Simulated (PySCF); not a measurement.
# Correlation energy of Sb³⁺ (antimony, charge +3)

[Kr] 4d10 5s2, closed-shell 1S. Calculation: PySCF 2.14, in aug-cc-pVTZ-PP with ECP28MDF (6s5p4d2f, 55 functions); a scalar-relativistic core potential. Frozen: 4s2 4p6 4d10; 2 electrons correlated.

With two correlated electrons CCSD is exact within the correlated space (frozen core and kept virtual orbitals).

| level | correlation energy (mhartree) |
| --- | --- |
| CCSD | -35.22 |

Diagnostics: T1 = 0.0027, D1 = 0.0038, largest double amplitude 0.098.

Cost of the coupled-cluster step: of the order of 0.4 core-seconds, for 2 correlated electrons.

Iterations:

```
CC2 = 0
CCSD nocc = 1, nmo = 46
frozen orbitals [0, 1, 2, 3, 4, 5, 6, 7, 8]
max_cycle = 100
direct = 0
conv_tol = 1e-08
conv_tol_normt = 1e-06
diis_space = 8
diis_start_cycle = 0
Init t2, MP2 energy = -237.513002130221  E_corr(MP2) -0.0259211003455049
Init E_corr(CCSD) = -0.0259211003459711
cycle = 1  E_corr(CCSD) = -0.0318824346580501  dE = -0.00596133431  norm(t1,t2) = 0.0372209
cycle = 2  E_corr(CCSD) = -0.033907129355162  dE = -0.0020246947  norm(t1,t2) = 0.0146655
cycle = 3  E_corr(CCSD) = -0.0352273741115003  dE = -0.00132024476  norm(t1,t2) = 0.00598979
cycle = 4  E_corr(CCSD) = -0.0352191442983634  dE = 8.22981314e-06  norm(t1,t2) = 0.000143442
cycle = 5  E_corr(CCSD) = -0.0352201176748292  dE = -9.73376466e-07  norm(t1,t2) = 9.20331e-06
cycle = 6  E_corr(CCSD) = -0.0352197266971835  dE = 3.90977646e-07  norm(t1,t2) = 1.46865e-06
cycle = 7  E_corr(CCSD) = -0.0352197939255744  dE = -6.72283909e-08  norm(t1,t2) = 2.89803e-07
cycle = 8  E_corr(CCSD) = -0.035219791334292  dE = 2.5912824e-09  norm(t1,t2) = 2.7954e-08
CCSD converged
E(CCSD) = -237.5223008212093  E_corr = -0.03521979133429197
```
